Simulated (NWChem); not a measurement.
Molecule: CH5Sb; SMILES [CH3][SbH2]

```xyz
7

Sb     0.0253     0.3279    -0.0002
H     -1.1799     0.4501    -1.2179
H     -1.1640     0.4501     1.2330
C      0.0130    -1.8491    -0.0001
H     -1.0115    -2.2416     0.0064
H      0.5500    -2.2064     0.8896
H      0.5387    -2.2064    -0.8965
```
Atoms are numbered in this order, from 1.

Program: NWChem. Geometry: optimised at PBE0/def2-SVP. def2 effective core potentials on Sb; no spin-orbit coupling. Level: PBE0/def2-SVPD; rows give the wavelength of the field.

| field | isotropic polarisability (bohr³) | anisotropy (bohr³) |
|---|---|---|
| static | 59.3 | 12.7 |
| 1065 nm | 60.1 | 13.0 |
| 589 nm | 62.2 | 13.8 |
